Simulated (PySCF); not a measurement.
## `C=Cc1n[se]c(SC)c1N`, C₆H₈N₂SSe

Molfile (atoms numbered from 1):
```
C6H8N2SSe
     RDKit          3D

 18 18  0  0  0  0  0  0  0  0999 V2000
   -3.6611    0.5285    0.4035 C   0  0  0  0  0  0  0  0  0  0  0  0
   -2.5874   -0.2465    0.5127 C   0  0  0  0  0  0  0  0  0  0  0  0
   -1.2275    0.2356    0.3544 C   0  0  0  0  0  0  0  0  0  0  0  0
   -1.0058    1.5241    0.2093 N   0  0  0  0  0  0  0  0  0  0  0  0
    0.7130    1.8936    0.0879 Se  0  0  0  0  0  2  0  0  0  0  0  0
    1.0908    0.0612    0.2137 C   0  0  0  0  0  0  0  0  0  0  0  0
    2.6828   -0.6819    0.2005 S   0  0  0  0  0  0  0  0  0  0  0  0
    3.7062    0.7617   -0.1765 C   0  0  0  0  0  0  0  0  0  0  0  0
   -0.0896   -0.6370    0.3585 C   0  0  0  0  0  0  0  0  0  0  0  0
   -0.1641   -2.0041    0.5508 N   0  0  0  0  0  0  0  0  0  0  0  0
   -4.6563    0.1428    0.5413 H   0  0  0  0  0  0  0  0  0  0  0  0
   -3.5597    1.5749    0.1746 H   0  0  0  0  0  0  0  0  0  0  0  0
   -2.6884   -1.2966    0.7529 H   0  0  0  0  0  0  0  0  0  0  0  0
    4.7315    0.4125   -0.2430 H   0  0  0  0  0  0  0  0  0  0  0  0
    3.6087    1.4888    0.6274 H   0  0  0  0  0  0  0  0  0  0  0  0
    3.3893    1.1917   -1.1242 H   0  0  0  0  0  0  0  0  0  0  0  0
    0.6913   -2.4953    0.3358 H   0  0  0  0  0  0  0  0  0  0  0  0
   -0.9824   -2.4477    0.1621 H   0  0  0  0  0  0  0  0  0  0  0  0
  1  2  2  0
  2  3  1  0
  3  4  2  0
  4  5  1  0
  5  6  1  0
  6  7  1  0
  7  8  1  0
  6  9  2  0
  9 10  1  0
  9  3  1  0
  1 11  1  0
  1 12  1  0
  2 13  1  0
  8 14  1  0
  8 15  1  0
  8 16  1  0
 10 17  1  0
 10 18  1  0
M  END
```

Computed, not measured: GIAO KT3/pcSseg-1 magnetisability, rotational g tensor and spin-rotation constants, non-relativistic, gas phase (PySCF 2.14.0). Geometry: GFN2-xTB.

The calculation is non-relativistic, which matters for the atoms heavier than Zn.

(1) Give the nuclear spin-rotation constants along the inertial axes (H = +C I·J) beside the isotropic shieldings.

## Answers

(1) Rotational constants 1.4193, 0.6474, 0.4465 GHz. A star marks the isotopologue with that one atom substituted, in its own axes.
| atom | isotope | Caa (kHz) | Cbb (kHz) | Ccc (kHz) | mean (kHz) | σ (ppm) |
| --- | --- | --- | --- | --- | --- | --- |
| N4 | 14N | 0.323 | 0.136 | 0.018 | 0.159 | -34.9 |
| N10 | 14N | 0.102 | 0.031 | 0.021 | 0.051 | 201.4 |
| H11 | 1H | 0.107 | -0.052 | -0.051 | 0.001 | 26.3 |
| H12 | 1H | -0.117 | 0.057 | -0.045 | -0.035 | 25.1 |
| H13 | 1H | -0.118 | 0.060 | -0.050 | -0.036 | 25.3 |
| H14 | 1H | 0.033 | -0.060 | -0.051 | -0.026 | 29.2 |
| H15 | 1H | -0.128 | -0.040 | -0.013 | -0.060 | 29.1 |
| H16 | 1H | -0.123 | -0.051 | -0.006 | -0.060 | 29.1 |
| H17 | 1H | -0.002 | -0.044 | -0.052 | -0.032 | 28.4 |
| H18 | 1H | -0.025 | -0.048 | -0.041 | -0.038 | 28.3 |
| C1 | 13C* | 0.531 | 0.240 | 0.057 | 0.276 | 70.7 |
| C2 | 13C* | 0.505 | 0.264 | 0.064 | 0.278 | 63.8 |
| C3 | 13C* | 0.638 | 0.241 | 0.094 | 0.324 | 36.9 |
| Se5 | 77Se* | 3.093 | 1.943 | 1.016 | 2.018 | 882.2 |
| C6 | 13C* | 0.585 | 0.229 | 0.097 | 0.304 | 47.2 |
| S7 | 33S* | 0.274 | 0.227 | 0.120 | 0.207 | 470.3 |
| C8 | 13C* | 0.220 | 0.089 | 0.075 | 0.128 | 161.0 |
| C9 | 13C* | 0.509 | 0.261 | 0.082 | 0.284 | 55.7 |

For the geometry as given, no vibrational averaging.
